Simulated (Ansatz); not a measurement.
Geometry optimisation, Ansatz, RKS r2SCAN-D4/cc-pVDZ.

Input file:

```yaml
crystal:
  periodic: [false, false, false]
  atoms:
    - { symbol: B, position_ang: [-0.054871, 0.200102, 0.245654] }
    - { symbol: "N", position_ang: [-0.116192, 0.185749, 1.727087] }
    - { symbol: H, position_ang: [-0.995281, 0.184028, 2.234663] }
    - { symbol: H, position_ang: [0.671897, 0.486627, 2.289015] }
    - { symbol: H, position_ang: [1.025485, 0.438365, -0.232665] }
    - { symbol: C, position_ang: [-1.363281, 0.042324, -0.599181] }
    - { symbol: H, position_ang: [-2.174579, -0.465892, -0.052541] }
    - { symbol: H, position_ang: [-1.741027, 1.041465, -0.884705] }
    - { symbol: H, position_ang: [-1.184859, -0.504266, -1.537113] }
    - { symbol: F, position_ang: [0.355913, -2.292535, 0.203611] }
    - { symbol: H, position_ang: [0.217596, -1.934767, 1.049175] }
basis:
  gaussian: { orbitals: cc-pVDZ }
hamiltonian:
  xc: r2scan
  dispersion: d4
relax:
  f_tol: 0.03
  max_steps: 50
output:
  orbitals: {}
```

Command:

```bash
$ ansatz run input.yaml --threads 2 --pin off --max-ram 3072MiB --backend cpu --events-out ev --progress --plain --runs-dir out
```

Where does it end, and by what steps?

It converged. After 11 steps the energy has fallen by 0.185 eV; F10 moved furthest, 0.37 Å.

```json
{"step": "0", "energy less start (eV)": "0.0000", "largest force component (eV/Å)": "2.142", "accepted": "yes"}
{"step": "1", "energy less start (eV)": "-0.1060", "largest force component (eV/Å)": "1.192", "accepted": "yes"}
{"step": "2", "energy less start (eV)": "-0.1560", "largest force component (eV/Å)": "0.718", "accepted": "yes"}
{"step": "3", "energy less start (eV)": "-0.1361", "largest force component (eV/Å)": "0.991", "accepted": "no"}
{"step": "4", "energy less start (eV)": "-0.1752", "largest force component (eV/Å)": "0.172", "accepted": "yes"}
{"step": "5", "energy less start (eV)": "-0.1801", "largest force component (eV/Å)": "0.094", "accepted": "yes"}
{"step": "6", "energy less start (eV)": "-0.1818", "largest force component (eV/Å)": "0.073", "accepted": "yes"}
{"step": "7", "energy less start (eV)": "-0.1832", "largest force component (eV/Å)": "0.078", "accepted": "yes"}
{"step": "8", "energy less start (eV)": "-0.1839", "largest force component (eV/Å)": "0.055", "accepted": "yes"}
{"step": "9", "energy less start (eV)": "-0.1845", "largest force component (eV/Å)": "0.042", "accepted": "yes"}
{"step": "10", "energy less start (eV)": "-0.1847", "largest force component (eV/Å)": "0.032", "accepted": "yes"}
{"step": "11", "energy less start (eV)": "-0.1847", "largest force component (eV/Å)": "0.014", "accepted": "yes"}
```

```xyz
11
Properties=species:S:1:pos:R:3
B -0.110 0.297 0.244
N -0.101 0.033 1.636
H -0.957 -0.134 2.159
H 0.688 0.267 2.230
H 0.941 0.644 -0.241
C -1.411 0.130 -0.606
H -2.302 -0.170 -0.030
H -1.644 1.069 -1.139
H -1.246 -0.624 -1.397
F 0.473 -2.445 0.525
H 0.310 -1.685 1.062
```

Whether the end is a true minimum wasn't checked by a vibrational analysis.

The run took 32 s on 2 threads of Arm Neoverse V1, on a shared host, peak memory 0.16 GiB.
